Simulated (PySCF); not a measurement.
GaF2, SMILES [F][Ga+][F], charge +1. Coordinates come from a B3LYP-D3(BJ)/def2-TZVP optimisation. The multiplicity is an assumed one; other spin states were not compared. The isomer is the one that the SMILES or the coordinates give; other isomers of the formula were not compared.

TDA-B3LYP/def2-SVPD (PySCF) puts the lowest singlet excitations at 6.05, 6.05, 6.65, 6.65, 8.37, 9.10 eV.

Q: What are the lowest excitation roots from ADC(2)/aug-cc-pVDZ (PySCF 2.14.0)? (Estimate from the structure and the level; the computed values follow.)

A: 6.64, 6.64, 7.27, 7.27, 8.73, 9.40 eV. S1 differs by 0.60 eV (second minus first; roots are paired by order, and the bases may differ).
